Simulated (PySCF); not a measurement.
ClF₃H₂OSi₂, SMILES F[Si](F)(F)O[SiH2]Cl. Coordinates come from a PBE-D3(BJ)/def2-SVP optimisation. The structure was generated by enumeration, and PubChem lists no compound with its InChIKey, so it may never have been made. One conformer was computed; it need not be the lowest.

### Question
Give the equilibrium geometry at PBE-D3(BJ)/def2-SVP (PySCF confirms it by a frequency run) as Cartesian coordinates in Å. (Estimate from the structure and the level; the computed values follow.)

### Answer
One answer among several that fit: 
```xyz
9

Si     1.0665    -0.6727     0.4790
F      1.5105    -1.8037     1.5316
F      1.8292    -0.9497    -0.9089
F      1.5355     0.7633     1.0389
O     -0.5541    -0.7181     0.2825
Si    -1.8564     0.3065     0.0168
Cl    -1.3669     1.6625    -1.4696
H     -2.9911    -0.5456    -0.4422
H     -2.1562     1.0639     1.2698
```
